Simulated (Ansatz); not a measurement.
Al4O6, relaxed as a singlet with RKS r2SCAN-D4/def2-SVP in Ansatz, starting from the GFN2-xTB geometry. Force threshold 0.02 eV/Å.

Another isomer (singlet) lies 2.82 eV lower at PBE0-D4/def2-TZVP; other spin states weren't run for this one.

Start:

```xyz
10

Al    1.390    0.289   -0.635
Al    1.050    0.618    2.044
Al   -1.009   -1.450   -1.013
Al   -0.882    1.270    0.244
O    -1.735   -0.009   -0.350
O     0.661   -1.029   -1.301
O    -0.451    1.295    1.946
O     0.503    1.744   -0.627
O     2.173    0.151    0.931
O    -1.700   -2.880   -1.240
```

Q: Estimate the energy that the relaxation releases and the steps that it takes.

A: 106.0 kJ/mol, in 15 steps; 51 s on 4 threads of Arm Neoverse V2 on a shared host. No frequencies were taken in this run, so the end may be a saddle point.

Q: Does the start keep its bonding and symmetry?

A: Bonds formed: Al2–O8 (atoms count from 1). Point group Cs at the start, Cs at the end, both within 0.05 Å.

Q: Predict the relaxed structure.

A: 
```xyz
10

Al    1.484   -0.103   -0.379
Al    1.249    1.592    1.465
Al   -1.136   -1.520   -1.193
Al   -1.020    0.973    0.584
O    -1.845   -0.280   -0.132
O     0.633   -1.361   -1.066
O    -0.375    1.526    2.108
O     0.517    1.437   -0.270
O     2.398    0.346    1.042
O    -1.905   -2.612   -2.158
```
Bond lengths (bridged metal pairs left out): 12 × Al–O 1.65 to 1.89 Å.
